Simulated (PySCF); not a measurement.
**Orbital energies, ionisation energy and electron affinity**

Compound: C4H5BS.
Cartesian coordinates in Å at the PBE0-D3(BJ)/def2-SVP level; atoms count from 1:
```
atom  x, y, z in Å
B1     1.920   -0.203    0.046
C2     0.412    0.056   -0.019
C3    -0.640   -0.885    0.255
C4    -1.892   -0.362    0.106
S5    -1.826    1.295   -0.374
C6    -0.123    1.287   -0.373
H7     2.346   -1.294    0.351
H8     2.696    0.689   -0.211
H9    -0.455   -1.918    0.553
H10   -2.855   -0.850    0.248
H11    0.429    2.190   -0.634
```

Level: CAM-B3LYP/def2-SVPD (PySCF). Frontier orbitals with their largest atomic shares (Löwdin; up to four atoms above 4 %):

```
orbital  ε (eV)                          main atoms
 HOMO−3  -10.93  B1 28 %, C2 23 %, S5 19 %, H8 13 %
 HOMO−2  -10.60   B1 37 %, H7 23 %, H8 15 %, S5 8 %
 HOMO−1   -8.90   S5 40 %, C2 22 %, C3 15 %, C6 9 %
   HOMO   -8.53                                   ?
   LUMO   -0.83  B1 35 %, C6 19 %, C2 14 %, S5 13 %
 LUMO+1    0.78  C4 26 %, C3 21 %, S5 14 %, B1 11 %
 LUMO+2    1.09   S5 60 %, B1 15 %, H11 6 %, C6 5 %
```

Question: What vertical ionisation energy does ΔSCF give, and how far is −ε(HOMO) from it?

Answer: ΔSCF: 9.22 eV (890 kJ/mol; threshold wavelength 134 nm); ⟨S²⟩ of the doublet left behind is 0.769, against 0.75 for a pure doublet. −ε(HOMO) is 8.53 eV, 0.69 eV below it. In exact Kohn–Sham theory the two would be equal; CAM-B3LYP (range-separated hybrid) falls short of its own ΔSCF value by 7 %. Holes in the HOMO−1 and HOMO−2 were tried too where these lie within 1.2 eV of the HOMO; the lowest converged state counts.

Question: On which atoms does the HOMO lie?

Answer: C4 (aromatic CH next to a ring sulfur) 30 %, C6 (aromatic CH next to a ring sulfur) 25 %, C3 (aromatic CH carbon) 19 %, C2 (substituted aromatic carbon) 12 %, so no atom holds as much as 40 %. The HOMO−1 lies 0.37 eV lower.

Question: And the vertical electron affinity, the fundamental gap, Mulliken's electronegativity and the hardness (with the factor ½)?

Answer: EA = 0.19 eV by ΔSCF (−ε(LUMO) = 0.83 eV). IE − EA = 9.03 eV against an orbital gap of 7.70 eV; (IE + EA)/2 = 4.71 eV; (IE − EA)/2 = 4.52 eV. Parr's electrophilicity index (IE + EA)²/[8(IE − EA)] is 1.23 eV.

Question: Shift the occupied levels rigidly so that −ε(HOMO) equals the ΔSCF value. What binding energies result?

Answer: The shift is +0.69 eV: HOMO 9.22, HOMO−1 9.59, HOMO−2 11.29, HOMO−3 11.62 eV. A rigid shift is only a rough guide to the deeper ionisations.

Question: With α = 79.5 au, estimate the like-pair dispersion coefficient by London's formula C6 = (3/4)α²I.

Answer: I = 0.3390 Eh, so C6 ≈ 1610 au, a rough estimate.

Question: What total energies stand behind the ΔSCF value?

Answer: E(N) = -578.09807 Eh and E(N − 1) = -577.75906 Eh at the same geometry, 0.33901 Eh apart. With one more electron, E(N + 1) = -578.10503 Eh.

Isolated species at its PBE0-D3(BJ)/def2-SVP geometry, gas phase.

These values come from a run that also computed excited states and ΔSCF ions. Time: 61 s wall, 53 s CPU. Hardware: one thread, x86-64 server, shared host.
